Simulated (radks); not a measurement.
Problem. These are the eigenvalues of the occupied orbitals of an atom or ion with whole-number occupations (eV). Calculated with a radial shooting solver on a logarithmic mesh with Libxc functionals: scalar-relativistic Kohn-Sham, RPBE, spin-polarised, spherical densities, finite nucleus; Fermi nuclear charge, rms radius of each element as measured or else 0.836 A^(1/3) + 0.57 fm.

1s up: -2172.733
1s down: -2168.293
2s up: -236.6277
2s down: -228.2498
2p up: -190.9425
2p down: -181.1273
3s up: -37.1842
3s down: -32.5049
3p up: -26.1980
4f up: -0.6970

Which element is it, and in what charge state? The configuration may be excited. Open shells, if any, are filled with parallel spins first.

Solution. Z = 15, phosphorus, charge 0: P in [He] 2s2 2p4 3s2 3p3 4f2. The list shows which subshells hold electrons but not how many an open one holds; the 1s level, -79.846 hartree, gives Z - s = 12.6 by -(Z - s)^2/2, which with screening and relativity narrows Z to a few neighbours, and the depths of the outer levels then fix element, charge and occupations together.
